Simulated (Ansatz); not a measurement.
**Question.** Name a neutral molecule of Al, B, C, O, S and H with HOMO energy (B3LYP/def2-TZVPP) between -7.20 and -6.90 eV and HOMO–LUMO gap (ωB97M-V/def2-TZVPP) between 8.85 and 9.15 eV (Ansatz, PBE0-D4/def2-TZVP geometry).

**Answer.** `C[O][AlH][BH]S` (-7.04 eV, 9.12 eV). Other molecules can fit too; these were computed, each in one conformer that needn't be the lowest.

B3LYP here is the variant with VWN-RPA as its local correlation; programs differ in this.
